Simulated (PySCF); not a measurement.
Radial density of As (arsenic, neutral)

UHF, [Ar] 3d10 4s2 4p3, high-spin 4S determinant. Computed with PySCF 2.14 in aug-cc-pVDZ-PP with ECP10MDF (5s4p3d, 32 functions), with a scalar-relativistic core potential. This is the valence pseudo-density: the core potential removes the inner electrons and smooths the orbitals near the nucleus.

| r (bohr) | 4πr²ρ (e/bohr) | 4πr²(ρα − ρβ) |
| --- | --- | --- |
| 0.000667 | 1.147e-05 | 0.0000 |
| 0.00112 | 3.240e-05 | 0.0000 |
| 0.00189 | 9.127e-05 | 0.0000 |
| 0.00317 | 0.0002552 | 0.0000 |
| 0.00534 | 0.0006985 | 0.0000 |
| 0.00898 | 0.001808 | 0.0000 |
| 0.0151 | 0.004108 | 0.0000 |
| 0.0254 | 0.007777 | 0.0000 |
| 0.0427 | 0.01753 | 0.0000 |
| 0.0719 | 0.1038 | -0.0001 |
| 0.121 | 0.9167 | -0.0009 |
| 0.203 | 5.580 | 0.0070 |
| 0.342 | 21.20 | 0.1179 |
| 0.575 | 29.01 | 0.0990 |
| 0.968 | 9.281 | 0.1326 |
| 1.63 | 3.064 | 1.2056 |
| 2.74 | 1.502 | 1.0345 |
| 4.61 | 0.1893 | 0.1648 |
| 7.75 | 0.001351 | 0.0013 |

Energies and moments cover only the electrons outside the core potential.
